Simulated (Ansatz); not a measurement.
```yaml
crystal:
  periodic: [false, false, false]
  atoms:
    - {symbol: Cr, position_ang: [-0.013296, -1.916519, 0.357149]}
    - {symbol: Cr, position_ang: [-0.331603, 0.691404, -0.314106]}
    - {symbol: Cr, position_ang: [1.062608, -0.899015, 1.270468]}
    - {symbol: S, position_ang: [-1.788922, 2.061319, 0.105766]}
    - {symbol: S, position_ang: [-0.679424, -1.016469, -1.655171]}
    - {symbol: S, position_ang: [1.750627, 1.079290, 0.235904]}
basis:
  gaussian: {orbitals: def2-TZVPD, initial_orbitals: start.molden}
total_charge: -1
magnetization: {spin_polarized: true, initial_magnetization: 1}
hamiltonian: {xc: {name: wB97X-V}}
scf: {omitted_lower_state_checks: [starts]}
output: {orbitals: {seedname: orbitals}}
```

The file start.molden holds the orbitals of an earlier run on this structure, at another level or in another basis.

```sh
$ ansatz run in.yaml --threads 4 --pin off --events-out ev --progress --plain --max-ram 4787MiB
```

(1) Does this run fit into the memory that it is given?

Results:

(1) No. It has 282 basis functions, and Ansatz plans for 6 GiB where 5 GiB are given.
